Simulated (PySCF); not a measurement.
## `CNC(=S)/C=C/C#N`, C5H6N2S

Geometry:
```tsv
atom	x (Å)	y (Å)	z (Å)
C1	-2.631	-0.260	0.292
N2	-1.307	0.169	-0.073
C3	-0.202	-0.213	0.586
S4	-0.277	-1.194	1.917
C5	1.061	0.287	0.076
C6	2.243	-0.004	0.638
C7	3.459	0.475	0.131
N8	4.455	0.862	-0.288
H9	-2.848	-1.254	-0.112
H10	-2.696	-0.317	1.379
H11	-3.362	0.451	-0.085
H12	-1.207	0.713	-0.917
H13	1.020	0.920	-0.803
H14	2.291	-0.634	1.518
```

Method used: GIAO wB97X-D/pcSseg-1 magnetisability, rotational g tensor and spin-rotation constants, non-relativistic, gas phase in PySCF. Geometry: GFN2-xTB.

Question: How diamagnetic is it, and how anisotropic?

Answer: Isotropic -1197 × 10⁻³⁰ J/T², or -72.1 × 10⁻⁶ cm³/mol; principal values -1454, -1208, -929 × 10⁻³⁰ J/T², anisotropy 454 × 10⁻³⁰ J/T² (root of half the summed squared differences of the principal values). The susceptibility is in cgs units.

Question: Split it along the inertial axes a, b, c into diamagnetic and paramagnetic parts about the centre of mass, with the quadrupole moment.

Answer: 
```
axis  χ (10⁻⁶ cm³/mol)  diamagnetic (10⁻⁶ cm³/mol)  paramagnetic (10⁻⁶ cm³/mol)  summed x² of all electrons (Å²)  quadrupole Θ (D Å)
   a             -72.5                      -371.8                        299.3                            347.8              -14.94
   b             -56.2                     -1532.1                       1475.9                             74.3              +11.96
   c             -87.6                     -1791.0                       1703.5                             13.3               +2.98
```
Anisotropies 2χaa − χbb − χcc = -1.2 and 2χbb − χaa − χcc = +47.6 × 10⁻⁶ cm³/mol. Θ is traceless in Buckingham's convention.

Question: And the rotational g tensor?

Answer: 
```csv
axis,rotational constant (GHz),g,nuclear part,electronic part
a,4.3483,-0.0444,0.5670,-0.6114
b,0.8040,-0.0204,0.5372,-0.5575
c,0.6815,-0.0055,0.5399,-0.5454
```
Asymmetric top; isotopes 12C, 1H, 14N, 32S; no vibrational averaging.
